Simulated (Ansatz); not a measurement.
Gas-phase electronic energies from Ansatz, PBE0-D4/def2-TZVP geometries. CCSD(T)/CBS adds triple-zeta CCSD(T) − MP2 to the extrapolated MP2 energy (def2 sets, frozen cores). This one scheme is used for every species. DFT in def2-TZVPP. Each species was taken in one conformer, which may not be the lowest.

Reaction (cleavage of the Si–B bond): `NB[SiH2]O` + H–F → `O[SiH2]F` + `BN`

Q: Is it downhill or uphill in electronic energy at CCSD(T)/CBS, and by how much? (An estimate is asked.)

A: The calculation gave: Downhill: ΔE = -42.9 kcal/mol.

Q: What do these levels give: BLYP-D4, ωB97M-V, CAM-B3LYP, LC-ωPBE, HF/def2-TZVPP, SCS-MP2/def2-QZVPP? (An estimate is asked.)

A: Ansatz gave: BLYP-D4 -42.4, ωB97M-V -44.4, CAM-B3LYP -46.4, LC-ωPBE -42.5, HF/def2-TZVPP -50.4, SCS-MP2/def2-QZVPP -45.6 kcal/mol.

Largest T1 diagnostic among the species: 0.013.

At CCSD(T), def2-SVP lies +1.5 kcal/mol from the extrapolated value and def2-TZVPP −0.1 kcal/mol. From BLYP to BHLYP (50 % exact exchange), in def2-TZVPP and without D4, ΔE moves by −3.0 kcal/mol.
